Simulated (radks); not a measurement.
Question: The mean radii <r> (bohr) of the occupied orbitals of an atom or ion are listed with their occupations. Method: non-relativistic Kohn-Sham, PBE, spin-polarised, spherical densities, point nucleus; computed with a radial shooting solver on a logarithmic mesh with Libxc functionals.

| orbital | occ. | <r> |
|---|---|---|
| 1s | 2 | 0.4209 |
| 2s | 2 | 2.604 |

Name the element and its charge. Open shells, if any, are filled with parallel spins first.

Answer: Z = 4, beryllium, charge 0: Be in [He] 2s2. The 1s radius gives Z: for a bare nucleus <r> = 1.5/Z, 0.375 bohr for Z = 4, and screening makes it slightly larger (0.4209 here). The occupations add up to 4, and the charge is Z minus that.
